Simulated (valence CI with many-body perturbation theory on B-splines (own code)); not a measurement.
# E1 line list for Xe L

Calculated by configuration interaction combined with many-body perturbation theory (CI+MBPT): three valence electrons over a frozen Dirac-Fock core [He], radial functions for each j: 11 s, 11 p, 10 d, 8 f, 5 g, 2 h, with the one-electron correlation potential Σ1, the two-electron term Σ2, the three-electron term Σ3, Breit, model QED; selected CI, second order for the rest, scaled by the run's own slope (own B-spline code, finite nucleus).

No measured spectrum was set against this ion. As an estimate, large intervals hold to a few tenths of a per cent, small ones and those within an open d or f shell to about a per cent.

Lines 101 to 150 of 464 in falling wavelength, among levels below 7510.7 eV, chosen from the strongest by gf and those to the six lowest levels. Wavelengths and rates use the calculated energies. Electric multipoles are in the length gauge, E1 and E2 with the static RPA response of the core. Weak lines are less certain than strong ones. Lines between different terms over intervals too small for the method are left out, as are lines whose strength nearly cancels.

Levels are named by their leading jj configuration (3d3/2^4 stands for four electrons in 3d with j = 3/2), which in mixed levels can hold well under half, so a name can repeat and another be missing. Letters in brackets count levels of one name in rising energy.

| λ vac (Å) | Upper | Lower | A (s⁻¹) | S (a.u.) |
| --- | --- | --- | --- | --- |
| 25.52 | (2p3/2^2 3p1/2) J=3/2 | (2s 2p3/2 3p1/2) J=1/2 | 3.38e+11 | 1.11e-02 |
| 25.45 | (2p3/2^2 3p1/2) J=5/2 | (2s 2p3/2 3p1/2) J=3/2 [b] | 3.74e+11 | 1.82e-02 |
| 25.28 | (2s 2p3/2^2) J=5/2 | (2s^2 2p3/2) J=3/2 | 1.51e+11 | 7.22e-03 |
| 25.06 | (2p3/2^2 3s) J=3/2 | (2s 2p3/2 3s) J=1/2 | 3.12e+11 | 9.71e-03 |
| 24.83 | (2p3/2^2 3p3/2) J=3/2 [a] | (2s 2p3/2 3p3/2) J=1/2 [b] | 3.53e+11 | 1.07e-02 |
| 24.74 | (2p1/2 2p3/2^2) J=3/2 | (2s 2p1/2 2p3/2) J=1/2 | 3.70e+11 | 1.11e-02 |
| 24.72 | (2p1/2 2p3/2^2) J=3/2 | (2s 2p1/2 2p3/2) J=3/2 [b] | 6.55e+10 | 1.96e-03 |
| 23.93 | (2p1/2 2p3/2 3d3/2) J=5/2 [a] | (2s 2p1/2 3d3/2) J=5/2 | 2.25e+11 | 9.14e-03 |
| 23.79 | (2p1/2 2p3/2^2) J=5/2 | (2s 2p1/2 2p3/2) J=3/2 [b] | 4.33e+11 | 1.73e-02 |
| 23.75 | (2p1/2 2p3/2 3d5/2) J=9/2 | (2s 2p1/2 3d5/2) J=7/2 | 3.45e+11 | 2.28e-02 |
| 23.74 | (2p3/2^2 3d5/2) J=7/2 | (2s 2p3/2 3d5/2) J=7/2 [a] | 1.99e+11 | 1.05e-02 |
| 23.73 | (2p3/2^2 3p3/2) J=3/2 [b] | (2s 2p3/2 3p3/2) J=3/2 [b] | 4.84e+11 | 1.28e-02 |
| 23.71 | (2p3/2^3) J=3/2 | (2s 2p3/2^2) J=3/2 | 1.05e+12 | 2.76e-02 |
| 23.70 | (2p1/2 2p3/2 3p3/2) J=7/2 | (2s 2p1/2 3p3/2) J=5/2 | 4.16e+11 | 2.19e-02 |
| 23.59 | (2p3/2^2 3d5/2) J=5/2 [b] | (2s 2p3/2 3d5/2) J=5/2 [b] | 4.42e+11 | 1.72e-02 |
| 23.59 | (2p1/2 2p3/2 3d5/2) J=7/2 [a] | (2s 2p1/2 3d5/2) J=5/2 [a] | 3.44e+11 | 1.78e-02 |
| 23.50 | (2p1/2 2p3/2 3d3/2) J=5/2 [b] | (2s 2p1/2 3d3/2) J=3/2 [b] | 3.26e+11 | 1.25e-02 |
| 23.49 | (2s 2p3/2 3d5/2) J=7/2 [b] | (2s^2 3d5/2) J=5/2 | 5.60e+11 | 2.86e-02 |
| 23.44 | (2p1/2 2p3/2 3p3/2) J=5/2 [a] | (2s 2p1/2 3p3/2) J=3/2 [a] | 3.46e+11 | 1.32e-02 |
| 23.35 | (2p1/2 2p3/2 3d3/2) J=7/2 | (2s 2p1/2 3d3/2) J=5/2 | 3.42e+11 | 1.72e-02 |
| 23.34 | (2s 2p3/2 3p3/2) J=5/2 [b] | (2s^2 3p3/2) J=3/2 | 6.22e+11 | 2.34e-02 |
| 23.32 | (2p3/2^2 3d5/2) J=7/2 | (2s 2p3/2 3d5/2) J=5/2 [a] | 1.90e+11 | 9.53e-03 |
| 23.31 | (2p1/2 2p3/2 3d5/2) J=7/2 [b] | (2s 2p1/2 3d5/2) J=5/2 [b] | 2.02e+11 | 1.01e-02 |
| 23.29 | (2p1/2 2p3/2 3p1/2) J=3/2 [b] | (2s 2p1/2 3p1/2) J=1/2 [b] | 4.34e+11 | 1.08e-02 |
| 23.26 | (2p1/2 2p3/2 3p1/2) J=5/2 | (2s 2p1/2 3p1/2) J=3/2 | 4.10e+11 | 1.53e-02 |
| 23.26 | (2p3/2^2 3p1/2) J=1/2 | (2s 2p3/2 3p1/2) J=3/2 [b] | 8.00e+11 | 9.94e-03 |
| 23.26 | (2p3/2^2 3p3/2) J=5/2 | (2s 2p3/2 3p3/2) J=5/2 [a] | 3.15e+11 | 1.17e-02 |
| 23.25 | (2p3/2^2 3p3/2) J=3/2 [b] | (2s 2p3/2 3p3/2) J=5/2 [b] | 4.33e+11 | 1.08e-02 |
| 23.20 | (2p3/2^2 3s) J=1/2 | (2s 2p3/2 3s) J=3/2 [b] | 8.18e+11 | 1.01e-02 |
| 23.08 | (2p1/2 2p3/2 3d3/2) J=3/2 [a] | (2s 2p1/2 3d3/2) J=3/2 [a] | 3.98e+11 | 9.66e-03 |
| 23.07 | (2s 2p3/2 3d3/2) J=5/2 [b] | (2s^2 3d3/2) J=3/2 | 5.64e+11 | 2.05e-02 |
| 23.05 | (2p3/2^2 3d5/2) J=5/2 [b] | (2s 2p3/2 3d5/2) J=7/2 [b] | 4.85e+11 | 1.76e-02 |
| 23.04 | (2s 2p3/2 3p1/2) J=1/2 | (2s^2 3p1/2) J=1/2 | 7.49e+11 | 9.04e-03 |
| 23.04 | (2s 2p3/2 3s) J=1/2 | (2s^2 3s) J=1/2 | 7.38e+11 | 8.91e-03 |
| 23.01 | (2p3/2^2 3d3/2) J=3/2 [b] | (2s 2p3/2 3d3/2) J=5/2 [b] | 4.01e+11 | 9.64e-03 |
| 22.98 | (2s 2p3/2 3p1/2) J=3/2 [b] | (2s^2 3p1/2) J=1/2 | 6.68e+11 | 1.60e-02 |
| 22.96 | (2s 2p3/2 3d3/2) J=3/2 [b] | (2s^2 3d3/2) J=3/2 | 6.02e+11 | 1.44e-02 |
| 22.95 | (2s 2p3/2 3d5/2) J=5/2 [b] | (2s^2 3d5/2) J=5/2 | 6.77e+11 | 2.42e-02 |
| 22.88 | (2s 2p3/2 3s) J=3/2 [b] | (2s^2 3s) J=1/2 | 6.83e+11 | 1.61e-02 |
| 22.88 | (2p1/2 2p3/2 3s) J=5/2 | (2s 2p1/2 3s) J=3/2 | 3.59e+11 | 1.27e-02 |
| 22.87 | (2s 2p3/2 3p3/2) J=3/2 [b] | (2s^2 3p3/2) J=3/2 | 6.25e+11 | 1.48e-02 |
| 22.86 | (2p1/2 2p3/2 3d5/2) J=7/2 [b] | (2s 2p1/2 3d5/2) J=7/2 | 2.23e+11 | 1.05e-02 |
| 22.85 | (2s 2p3/2 3d5/2) J=3/2 [b] | (2s^2 3d5/2) J=5/2 | 7.65e+11 | 1.80e-02 |
| 22.84 | (2p1/2 2p3/2 3s) J=3/2 [a] | (2s 2p1/2 3s) J=1/2 [a] | 3.65e+11 | 8.59e-03 |
| 22.74 | (2p3/2^2 3s) J=3/2 | (2s 2p3/2 3s) J=3/2 [a] | 4.60e+11 | 1.07e-02 |
| 22.59 | (2p3/2^2 3p3/2) J=7/2 | (2s 2p3/2 3p3/2) J=7/2 | 4.41e+11 | 2.01e-02 |
| 22.58 | (2p3/2^2 3d3/2) J=7/2 | (2s 2p3/2 3d3/2) J=7/2 | 3.79e+11 | 1.72e-02 |
| 22.58 | (2p3/2^2 3p1/2) J=3/2 | (2s 2p3/2 3p1/2) J=3/2 [a] | 4.72e+11 | 1.07e-02 |
| 22.58 | (2p3/2^2 3p1/2) J=5/2 | (2s 2p3/2 3p1/2) J=5/2 | 4.82e+11 | 1.64e-02 |
| 22.52 | (2p3/2^2 3d5/2) J=9/2 | (2s 2p3/2 3d5/2) J=9/2 | 4.09e+11 | 2.31e-02 |
